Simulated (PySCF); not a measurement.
CH3Si, SMILES C[Si] (connectivity only; charge and spin as stated), charge +1, multiplicity 1.

Coordinates come from a PBE0-D3(BJ)/def2-TZVP optimisation. The multiplicity is an assumed one; other spin states were not compared. The isomer is the one that the SMILES or the coordinates give; other isomers of the formula were not compared.

These are HF/def2-TZVPD (PySCF) values and carry that method's errors.

The molecule is in vacuum.

Computed frontier levels, gap, dipole moment and polarisability:
```json
{
 "highest_occupied_level": "-17.00 eV",
 "lowest_empty_level": "-5.84 eV",
 "orbital_gap": "11.17 eV",
 "dipole_moment_about_the_centre_of_nuclear_charge": "0.74 D",
 "mean_static_polarisability": "32.2 bohr³ (4.77 Å³)",
 "polarisability_principal_values": "30.2, 30.2, 36.2 bohr³"
}
```
